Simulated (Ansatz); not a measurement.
`C/C=[C](\N)[AlH2]` + HCl → `[AlH2][Cl]` + `C/C=C/N` at 600 K and 1 bar (ligand exchange at the Al–C bond).

Calculated with Ansatz (gas phase, PBE0-D4/def2-TZVP geometries, no zero-point term in ΔE). CBS: MP2 limit from def2 TZ/QZ plus the TZ coupled-cluster correction, frozen cores. This one scheme is used for every species. Double bonds are as drawn, so ΔE can hold a change between cis and trans. Each species was taken in one conformer, which may not be the lowest.

```
            species  CCSD(T)/CBS energy (Eh)  H − E (kJ/mol)  S (J/(mol·K))
`C/C=[C](\N)[AlH2]`               -415.65513           333.5          462.1
                HCl               -460.38127            35.4          207.2
       `[AlH2][Cl]`               -703.04476            67.3          293.7
          `C/C=C/N`               -173.05160           306.3          370.1
```

H − E and S are ideal-gas, rigid-rotor, harmonic terms from PBE0-D4/def2-TZVP, for one conformer and one mirror image of each species. 1 Eh = 2625.50 kJ/mol, R = 8.31446 J/(mol·K).

Task: By hand: ΔE, ΔH, ΔS and ΔG.

Result: ΔE = (-703.04476) + (-173.05160) − (-415.65513) − (-460.38127) = -0.05996 Eh = -157.4 kJ/mol. Δ(H − E) = 67.3 + 306.3 − 333.5 − 35.4 = 4.7, so ΔH = -152.7 kJ/mol. ΔS = 293.7 + 370.1 − 462.1 − 207.2 = -5.5 J/(mol·K). ΔG = -152.7 − 600 × (-5.5)/1000 = -149.4 kJ/mol.

Task: By hand: the equilibrium constant, and the temperature at which ΔG would vanish if ΔH and ΔS stayed fixed.

Result: log₁₀ K = −ΔG/(RT ln 10) = 13.0. ΔG = 0 at ΔH/ΔS = 27764 K, far beyond where these terms or the molecules hold.

The number of gas molecules stays the same, so ΔS is small and ΔH decides. A doubt of 5 kJ/mol in ΔE shifts log₁₀ K by 0.4 here. Other conformers and mirror images would add mixing entropy, several J/(mol·K) or more a flexible species. These are equilibria of isolated gas molecules and say nothing of rates. Largest T1 diagnostic: 0.011 (customary marks: 0.02 for closed shells, 0.045 for open ones).
